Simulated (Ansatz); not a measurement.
Input file for BFH8Si3, SMILES `B[SiH](F)[SiH2][SiH3]`:

```yaml
crystal:
  periodic: [false, false, false]
  atoms:
    - {symbol: B, position_ang: [0.561042, -0.811469, 2.098483]}
    - {symbol: Si, position_ang: [-0.187394, 0.905790, 1.433051]}
    - {symbol: F, position_ang: [-1.787653, 1.032534, 1.585941]}
    - {symbol: Si, position_ang: [0.340335, 1.001598, -0.862927]}
    - {symbol: Si, position_ang: [-0.506427, -0.889135, -1.946141]}
    - {symbol: H, position_ang: [1.751473, -0.935846, 2.114123]}
    - {symbol: H, position_ang: [-0.106260, -1.752119, 2.408908]}
    - {symbol: H, position_ang: [0.410599, 2.079490, 2.130840]}
    - {symbol: H, position_ang: [1.825376, 1.026477, -0.986549]}
    - {symbol: H, position_ang: [-0.209653, 2.249152, -1.462809]}
    - {symbol: H, position_ang: [0.048296, -2.102537, -1.284054]}
    - {symbol: H, position_ang: [-1.987864, -0.922845, -1.829262]}
    - {symbol: H, position_ang: [-0.131471, -0.915891, -3.384904]}
basis:
  gaussian: {orbitals: def2-SVP}
correlation: {method: ccsd_t}
```

```sh
$ ansatz run in.yaml --threads 4 --pin off --events-out ev --progress --plain --max-ram 10444MiB
```

The program prints (abridged):

```
Functional definition: HF
1186 factors; integrals over basis functions are off by at most 1.2e-3 eV
mean field evaluation 1: about -27078.4944 eV, gradient 2.8e1 eV
mean field evaluation 2: about -27078.5122 eV, gradient 2.8e1 eV
mean field evaluation 4: about -27081.1491 eV, gradient 3.5e0 eV
mean field evaluation 8: about -27081.2120 eV, gradient 1.6e-1 eV
mean field evaluation 16: about -27081.1844 eV, gradient 4.9e-1 eV
mean field -27081.21226082 eV, -995.2161942802 hartree, gradient 4.2e-6 eV, S^2 0.000000; 0 other end points of the search recorded, 0 dependent functions left out
17 core orbitals not correlated: weight in the atoms' cores, before any rotation towards them, 1.000 or more for the frozen orbitals, at most 0.000 for the correlated occupied ones
reference -27081.21226082 eV, -995.2161942802 hartree; 15, 15 occupied and 90, 90 virtual orbitals, 1186 factors
second order -15.30911392 eV of doubles, -0.00000000 eV of singles
cycle   1  -16.75384858 eV  change    -1.4e0 eV  update   1.1e-1
cycle   2  -17.33330142 eV  change   -5.8e-1 eV  update   3.4e-2
cycle   3  -17.44143005 eV  change   -1.1e-1 eV  update   1.7e-2
cycle   4  -17.43719871 eV  change    4.2e-3 eV  update   4.7e-3
cycle   5  -17.43463164 eV  change    2.6e-3 eV  update   1.9e-3
cycle   6  -17.43433455 eV  change    3.0e-4 eV  update   8.4e-4
cycle   7  -17.43420303 eV  change    1.3e-4 eV  update   3.5e-4
cycle   8  -17.43425407 eV  change   -5.1e-5 eV  update   1.5e-4
cycle   9  -17.43432776 eV  change   -7.4e-5 eV  update   6.1e-5
cycle  10  -17.43432050 eV  change    7.3e-6 eV  update   2.8e-5
perturbative correction -0.40848648 eV, -0.0150116012 hartree
Total energy: -27099.05506780 eV, -995.8719053425 hartree
```

Run time 3.6 s (4 threads of an Intel Xeon Platinum 8559C on a shared host); peak host memory 0.62 GiB.

Correlation energy per correlated electron: -0.595 eV. T1 diagnostic: 0.0130.
